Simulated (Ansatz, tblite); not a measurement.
Isomers of Mg$_{3}$O$_{4}$⁻ (doublet), found by a short tight-binding search and relaxed with PBE0-D4/def2-SVPD in Ansatz.

The xTB rows come from tblite. Correlated methods freeze 7 core orbitals; core or outer-core shells of Mg are correlated, in sets that lack core-valence functions.

Run but left out: HF/def2-TZVPD, PBE-QIDH/def2-TZVPD, MP2/def2-TZVPD (B: ⟨S²⟩ 1.05 to 1.33, where a pure state has 0.75).

A: At PBE-D4/def2-TZVPD, BLYP-D4/def2-TZVPD, r2SCAN-D4/def2-TZVPD, B97M-V/def2-TZVPD the highest occupied level of the charge -1 doublet lies above zero (up to 0.57 eV). It is a level of α spin, whose loss leaves a singlet; that state wasn't run at this geometry and level. The electron is either unbound and held by the finite basis, or the level is raised by self-interaction error. It holds 1 O–O bond. B: At BLYP-D4/def2-TZVPD, B97M-V/def2-TZVPD the highest occupied level of the charge -1 doublet lies above zero (up to 0.11 eV). It is a level of α spin, whose loss leaves a singlet; that state wasn't run at this geometry and level. The electron is either unbound and held by the finite basis, or the level is raised by self-interaction error. At r2SCAN-D4/def2-TZVPD the charge -1 doublet is spin-contaminated (final ⟨S²⟩ up to 0.89, 0.75 for a pure state). It holds 2 O–O bonds. C: At PBE-D4/def2-TZVPD, BLYP-D4/def2-TZVPD, r2SCAN-D4/def2-TZVPD, B97M-V/def2-TZVPD the highest occupied level of the charge -1 doublet lies above zero (up to 0.33 eV). It is a level of α spin, whose loss leaves a singlet; that state wasn't run at this geometry and level. The electron is either unbound and held by the finite basis, or the level is raised by self-interaction error. It holds 1 O–O bond. D: At PBE-D4/def2-TZVPD, BLYP-D4/def2-TZVPD, r2SCAN-D4/def2-TZVPD, B97M-V/def2-TZVPD and others the highest occupied level of the charge -1 doublet lies above zero (up to 0.73 eV). It is a level of α spin, whose loss leaves a singlet; that state wasn't run at this geometry and level. The electron is either unbound and held by the finite basis, or the level is raised by self-interaction error. It holds 1 O–O bond.

Other spin states weren't relaxed.

A:

```xyz
7

Mg    0.949    0.369    0.942
Mg    0.450   -1.645   -0.690
Mg   -1.377    1.748    0.067
O    -1.140   -1.101   -1.549
O     1.771   -1.282    0.531
O     0.061    1.947    1.269
O    -0.715   -0.036   -0.569
```

B:

```xyz
7

Mg   -1.432    0.903   -0.794
Mg    0.625   -0.297    0.578
Mg   -0.989    0.655    2.926
O     1.005   -0.692   -1.808
O     1.370   -1.518   -0.705
O    -1.094    0.411    1.049
O     0.516    0.539   -1.246
```

C:

```xyz
7

Mg   -0.616   -0.569    0.181
Mg    1.350   -0.426    1.837
Mg    0.446    1.289   -1.299
O     1.191    0.626    0.294
O    -0.189   -1.475    1.787
O    -1.468    0.811   -1.001
O    -0.713   -0.256   -1.799
```

D:

```xyz
7

Mg    0.548   -0.888   -1.310
Mg   -0.928   -0.182    1.038
Mg    0.881    1.877    0.209
O     1.375    0.764   -1.192
O    -1.296   -1.226   -0.580
O    -0.387    1.498    1.537
O    -0.193   -1.842    0.298
```

Estimate their order by electronic energy at RPA@PBE/def2-TZVPD, counted from the lowest.

C (0.0) < D (3.8) < A (16.2) < B (77.5), in kcal/mol.

Do the other levels pick the same lowest one?

Not GFN1-xTB, GFN2-xTB, BLYP-D4/def2-TZVPD. Energies above each level's lowest (kcal/mol):

```csv
level,A,B,C,D
GFN1-xTB,5.6,27.5,2.5,0.0
GFN2-xTB,35.4,75.8,1.8,0.0
PBE-D4/def2-TZVPD,12.4,70.5,0.0,0.7
BLYP-D4/def2-TZVPD,11.9,75.4,0.2,0.0
r2SCAN-D4/def2-TZVPD,13.8,77.1,0.0,2.4
B97M-V/def2-TZVPD,15.9,74.2,0.0,0.7
PBE0-D4/def2-TZVPD,11.2,68.9,0.0,1.9
RPA@PBE/def2-TZVPD,16.2,77.5,0.0,3.8
```
Point groups (tolerance 0.1 Å): A Cs, B not assigned, C Cs, D Cs. Lower isomers may exist.
